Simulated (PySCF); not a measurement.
NO (SMILES [N]=O), doublet, at a GFN2-xTB geometry.

Here is a job for PySCF.
```python
from pyscf import gto, scf, dft

mol = gto.Mole()
mol.atom = '''
    N    -0.00000000   -0.00000000   -0.61623737
    O     0.00000000    0.00000000    0.53920770
'''
mol.basis = '6-311g**'
mol.spin = 1
mol.verbose = 4
mol.build()

mf = dft.UKS(mol)
mf.xc = 'tpss'
mf.kernel()
mf.analyze()
```

Q: What is the computed HOMO energy (TPSS/6-311G** run with PySCF)?

A: -4.52 eV

Q: What total energy does TPSS/6-311G** give?

A: -129.946730 Ha

These values belong to the state on which the SCF converged, which isn't shown to be the lowest.
